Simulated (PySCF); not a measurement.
CH₃AlBr₂, singlet, geometry from GFN2-xTB (such geometries of metal compounds can be far from the true shape), with bond 5-4 at 2.4 times its length; CASSCF(2,2)/STO-3G (PySCF).

Here is a job for PySCF.
```python
from pyscf import gto, scf, mcscf, mp
import numpy

mol = gto.M(
    atom='''
Al    0.57518319   -0.16996298    0.35064613
Br   -1.23967280   -1.51906829    0.32796055
Br    0.42600957    1.76048967   -0.81695090
C     2.21870083   -0.65963579    1.32903123
H     3.30747909    1.41491691    2.51812054
H     2.98760578   -1.06743485    0.66422614
H     2.02866231   -1.41974130    2.09336432
''',
    basis='sto-3g',
    verbose=4,
)

mf = scf.RHF(mol)
mf.kernel()
mc = mcscf.CASSCF(mf, 2, 2)
mc.fix_spin_(ss=0.0)
noons, natorbs = mcscf.addons.make_natural_orbitals(mp.MP2(mf).run())
mc.kernel(natorbs)
occ = numpy.linalg.eigvalsh(mc.fcisolver.make_rdm1(mc.ci, mc.ncas, mc.nelecas))[::-1]
ss = mc.fcisolver.spin_square(mc.ci, mc.ncas, mc.nelecas)[0]
print('natural occupations', occ.round(4), ' <S^2>', round(ss, 4))
```

Q: Predict the main parts of the log of this PySCF run.

A: 
```
PySCF version 2.14.0

[INPUT] verbose = 4
[INPUT] num. atoms = 7
[INPUT] num. electrons = 92
[INPUT] charge = 0
[INPUT] spin (= nelec alpha-beta = 2S) = 0
[INPUT] symmetry False subgroup None
[INPUT] Mole.unit = angstrom
[INPUT] Symbol           X                Y                Z      unit          X                Y                Z       unit  Magmom
[INPUT]  1 Al     0.575183190000  -0.169962980000   0.350646130000 AA    1.086938700554  -0.321183483515   0.662625152339 Bohr   0.0
[INPUT]  2 Br    -1.239672800000  -1.519068290000   0.327960550000 AA   -2.342642076073  -2.870623032611   0.619755619162 Bohr   0.0
[INPUT]  3 Br     0.426009570000   1.760489670000  -0.816950900000 AA    0.805041413744   3.326843321426  -1.543813458217 Bohr   0.0
[INPUT]  4 C      2.218700830000  -0.659635790000   1.329031230000 AA    4.192736921045  -1.246530985061   2.511505035694 Bohr   0.0
[INPUT]  5 H      3.307479090000   1.414916910000   2.518120540000 AA    6.250229642826   2.673805448916   4.758558169242 Bohr   0.0
[INPUT]  6 H      2.987605780000  -1.067434850000   0.664226140000 AA    5.645756692368  -2.017159522316   1.255205489377 Bohr   0.0
[INPUT]  7 H      2.028662310000  -1.419741300000   2.093364320000 AA    3.833616165128  -2.682922224734   3.955885243736 Bohr   0.0

nuclear repulsion = 502.199985387979
number of shells = 27
number of NR pGTOs = 159
number of NR cGTOs = 53
basis = sto-3g
ecp = {}

******** <class 'pyscf.scf.hf.RHF'> ********
method = RHF
initial guess = minao
damping factor = 0
level_shift factor = 0
DIIS = <class 'pyscf.scf.diis.CDIIS'>
diis_start_cycle = 1
diis_space = 8
diis_damp = 0
SCF conv_tol = 1e-09
SCF conv_tol_grad = None
SCF max_cycles = 50
direct_scf = True
direct_scf_tol = 1e-13
Set gradient conv threshold to 3.16228e-05
Initial guess from minao.
init E= -5359.55349805134
  HOMO = -0.31301410781786  LUMO = -0.216015952804355  gap/eV = 2.63945
cycle= 1 E= -5367.18922099746  delta_E= -7.64  |g|= 0.391  |ddm|= 2.96
  HOMO = -0.23518462291281  LUMO = -0.00751212914526811  gap/eV = 6.19528
cycle= 2 E= -5367.30167781158  delta_E= -0.112  |g|= 0.17  |ddm|=  1.3
  HOMO = -0.229720648717453  LUMO = 0.0482197335595416  gap/eV = 7.56314
cycle= 3 E= -5367.30896094687  delta_E= -0.00728  |g|= 0.131  |ddm|= 0.468
  HOMO = -0.210985126300404  LUMO = 0.0735694237285643  gap/eV = 7.74312
cycle= 4 E= -5367.31739601828  delta_E= -0.00844  |g|= 0.0257  |ddm|= 0.256
  HOMO = -0.205767191565324  LUMO = 0.0812539543674835  gap/eV = 7.81024
cycle= 5 E= -5367.31791154194  delta_E= -0.000516  |g|= 0.00466  |ddm|= 0.0787
  HOMO = -0.206661589163966  LUMO = 0.0801628021148754  gap/eV = 7.80489
cycle= 6 E= -5367.31794051548  delta_E= -2.9e-05  |g|= 0.00178  |ddm|= 0.0175
  HOMO = -0.206238374306935  LUMO = 0.0806998660232096  gap/eV = 7.80799
cycle= 7 E= -5367.31794575933  delta_E= -5.24e-06  |g|= 0.000482  |ddm|= 0.00787
  HOMO = -0.206396568744987  LUMO = 0.0806432898704569  gap/eV = 7.81075
cycle= 8 E= -5367.31794622333  delta_E= -4.64e-07  |g|= 9.96e-05  |ddm|= 0.00253
  HOMO = -0.206396442431495  LUMO = 0.0806399260229991  gap/eV = 7.81066
cycle= 9 E= -5367.31794624043  delta_E= -1.71e-08  |g|= 1.81e-05  |ddm|= 0.000531
  HOMO = -0.206404592734162  LUMO = 0.0806377373829076  gap/eV = 7.81082
cycle= 10 E= -5367.31794624075  delta_E= -3.27e-10  |g|= 2.42e-06  |ddm|= 7.96e-05
  HOMO = -0.206404499961754  LUMO = 0.0806377781117794  gap/eV = 7.81082
Extra cycle  E= -5367.31794624078  delta_E= -2.18e-11  |g|= 1.23e-06  |ddm|= 7.48e-06
converged SCF energy = -5367.31794624078

******** <class 'pyscf.mp.mp2.RMP2'> ********
nocc = 46, nmo = 53
E(RMP2) = -5367.5202511056  E_corr = -0.202304864820432
E(SCS-RMP2) = -5367.54272690724  E_corr = -0.224780666463735
E_corr(same-spin) = -0.0207521207547503
E_corr(oppo-spin) = -0.181552744065682

******** <class 'pyscf.mcscf.mc1step.CASSCF'> ********
CAS (1e+1e, 2o), ncore = 45, nvir = 6
max_cycle_macro = 50
max_cycle_micro = 4
conv_tol = 1e-07
conv_tol_grad = None
orbital rotation max_stepsize = 0.02
orbital rotation threshold for CI restart = 0.01
augmented hessian ah_max_cycle = 30
augmented hessian ah_conv_tol = 1e-12
augmented hessian ah_linear dependence = 1e-14
augmented hessian ah_level shift = 1e-08
augmented hessian ah_start_tol = 2.5
augmented hessian ah_start_cycle = 3
augmented hessian ah_grad_trust_region = 3
kf_trust_region = 3
kf_interval = 4
ci_response_space = 4
ci_grad_trust_region = 3
with_dep4 0
natorb = False
canonicalization = True
sorting_mo_energy = False
ao2mo_level = 2
internal_rotation = False
******** <class 'pyscf.fci.addons.SpinPenaltyFCISolver'> ********
max. cycles = 50
conv_tol = 1e-08
davidson only = True
linear dependence = 1e-12
level shift = 0.001
max iter space = 12
nroots = 1
pspace_size = 400
spin = None
CASCI E = -5367.49644352837  S^2 = 0.0000000
Set conv_tol_grad to 0.000316228
macro iter   1 ( 11 JK    4 micro), CASSCF E = -5367.49901547393  dE = -2.57194557e-03  S^2 = 0.0000000
               |grad[o]|=0.0506  |grad[c]|=0.0022  |ddm|=0.0133  |maxRot[o]|=0.0281
macro iter   2 (  5 JK    2 micro), CASSCF E = -5367.49901571682  dE = -2.42887836e-07  S^2 = 0.0000000
               |grad[o]|=0.000387  |grad[c]|=2.81e-06  |ddm|=6.28e-05  |maxRot[o]|=0.000439
macro iter   3 (  1 JK    1 micro), CASSCF E = -5367.49901571682  dE =  0.00000000e+00  S^2 = 0.0000000
               |grad[o]|=2.5e-05  |grad[c]|=1.7e-07  |ddm|=    0  |maxRot[o]|=    0
1-step CASSCF converged in   3 macro ( 17 JK   7 micro) steps
CASSCF canonicalization
Density matrix diagonal elements [1.2960385 0.7039615]
CASSCF energy = -5367.49901571682
CASCI E = -5367.49901571682  E(CI) = -1.09358476326724  S^2 = 0.0000000
natural occupations [1.2967 0.7033]  <S^2> 0.0
```
